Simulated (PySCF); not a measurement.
A structure optimised at B3LYP-D3(BJ)/def2-SVP, used in a PySCF frequency run:

```
Mo
O 1 1.6853
O 1 1.6853 2 110.30
C 1 2.1087 2 108.65 3 118.99
H 4 1.1014 1 112.22 2 -60.01
H 4 1.1041 5 108.75 1 -120.13
H 4 1.1041 5 108.75 6 -119.75
C 1 2.1087 2 108.65 3 -118.99
H 8 1.1014 1 112.22 2 60.01
H 8 1.1041 9 108.75 1 -120.13
H 8 1.1041 9 108.75 10 -119.75
```
Charge 0, spin multiplicity 1.

Problem. Write its SMILES, formula and point group.

Solution. [CH3][Mo]([CH3])(=[O])=[O], C2H6MoO2, C2v

Problem. What are its rotational constants (standard atomic weights)?

Solution. 3.5761, 3.0735, 2.8593 GHz
